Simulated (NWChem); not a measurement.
BPH$_{4}$; SMILES PB

```xyz
6

B      0.0029     1.3062     0.0000
H     -0.0684     1.8983    -1.0489
H     -0.0684     1.8983     1.0489
P     -0.0549    -0.5487     0.0000
H      0.7410    -0.9705    -1.0942
H      0.7410    -0.9705     1.0942
```
Atoms are numbered in this order, from 1.

Level: PBE0/def2-SVP (NWChem), optimised geometry, unscaled harmonic frequencies. 

**Question.** List the harmonic frequencies with IR intensities, and the thermochemistry.

**Answer.** 
```tsv
frequency (cm⁻¹)	IR intensity (km/mol)
397	55.0
497	2.0
522	3.1
756	8.9
872	4.2
902	7.5
1105	52.8
1159	18.5
2469	20.4
2493	22.3
2593	76.2
2700	77.3
```

```
Quantity                                                                           Result
-----------------------------------------------------------------------  ----------------
zero-point energy                                                           23.5 kcal/mol
thermal correction to the enthalpy at 298.15 K (with zero-point energy)     26.5 kcal/mol
heat capacity Cv                                                         12.2 cal/(mol K)
entropy at 298.15 K and 1 atm (symmetry number 1)                        61.0 cal/(mol K)
dipole moment                                                                      0.95 D
```

Rigid rotor and harmonic oscillator.
